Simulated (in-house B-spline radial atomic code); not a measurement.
## RPA and G0W0 on B3LYP (VWN-RPA): Br²⁺

Configuration [Ar] 3d10 4s2 4p3, highest spin, mean-field start B3LYP (VWN-RPA). Computed with a B-spline radial code for spherical atoms: all electrons, non-relativistic, point nucleus, each spin shell either full or empty, empty states to l = 9 with an (l + 1/2)⁻⁴ tail; G0W0 by contour deformation at full frequency.

Command:
```bash
python run_gw.py task.json out
```
Settings (radii: box in bohr, nucleus in fm):
```
Z                        35
electrons                33
configuration            [Ar] 3d10 4s2 4p3
hamiltonian              nr
method                   b3lyp
lmax                     9
spin_polarised           True
box_radius               17.55
intervals                52
```

Run time, properties included: 4 s on 1 thread of Arm Neoverse N1 (shared host).

Energies (hartree):

```csv
term,value
mean-field total,-2572.97136
Hartree-Fock functional on these orbitals,-2571.28975
direct second order,-2.7274
second-order exchange,0.79732
SOSEX correction,0.73405
```

Question: What is the RPA correlation energy, and what remains with SOSEX?

Answer: RPA gives -2.3729 hartree (-1.96 eV per electron); RPA + SOSEX gives -1.6389, and the second-order doubles -1.9301 hartree (no singles). SOSEX takes back 31 % of the RPA value.

Quasi-particle levels (eV):

```json
{"level": "4p up", "occupied": "yes", "mean field": "-30.56", "Σx - vxc": "-4.49", "Σc": "?", "QP weight": "?", "G0W0": "?"}
{"level": "4s down", "occupied": "yes", "mean field": "-40.35", "Σx - vxc": "-2.08", "Σc": "-2.18", "QP weight": "0.934", "G0W0": "-44.61"}
{"level": "4p down", "occupied": "no", "mean field": "-25.488", "Σx - vxc": "6.33", "Σc": "-2.62", "QP weight": "0.938", "G0W0": "-21.776"}
```

G0W0 = mean field + (Σx - vxc) + Σc, with Σc (partial-wave tail included) taken at the quasi-particle energy. Only the outer levels were computed. Levels of low weight are left out.

Question: Where does G0W0 put 4p up?

Answer: At -35.34 eV, with Σc = -0.29 eV and a quasi-particle weight of 0.937. The tabulated removal energy is 34.871 ± 0.019 eV (NIST, measured); the calculation leaves out relativity, Breit and QED terms, and what these don't explain is the method's own error.
